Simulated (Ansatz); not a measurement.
CH6B2OS, relaxed with RKS PBE-D4/def2-SVP in the Gaussian-basis code of Ansatz from a rough embedded geometry. The force threshold is 0.03 eV/Å; the program also tests the step.

The species carries charge 0 and has multiplicity 1. The bonds changed during the relaxation, so this is another structure than the one it started from.

Start:

```xyz
11

B    -1.578   -0.214    0.259
B    -0.136   -0.498   -0.383
O     0.107   -1.779   -0.998
C     0.969    0.586   -0.497
S     1.658    0.940    1.227
H    -2.460   -1.053    0.320
H    -1.851    0.833    0.773
H     0.492   -2.385   -0.348
H     0.517    1.595   -0.885
H     1.796    0.315   -1.113
H     0.486    1.659    1.645
```

Question: By how much does the energy fall, and how many steps does the optimiser take? (An estimate is asked.)

Answer: Ansatz gave: 173.68 kJ/mol, in 24 steps, 1 of them rejected.

Question: Which bonds change most? (Best estimate.)

Answer: Computed: B1–S5 from 3.570 to 2.087 Å; B1–B2 from 1.604 to 1.711 Å; B2–O3 from 1.442 to 1.363 Å; S5–H11 from 1.438 to 1.369 Å.

Question: Give the relaxed structure. (Estimate.)

Answer: Ansatz gave: 
```xyz
11

B    -1.078   -0.279    0.735
B     0.017   -0.674   -0.519
O     0.179   -1.637   -1.469
C     1.104    0.516   -0.385
S     0.499    0.958    1.319
H    -1.361   -0.996    1.688
H    -1.990    0.476    0.401
H    -0.539   -2.296   -1.431
H     0.882    1.356   -1.076
H     2.196    0.324   -0.388
H     0.091    2.250    1.125
```
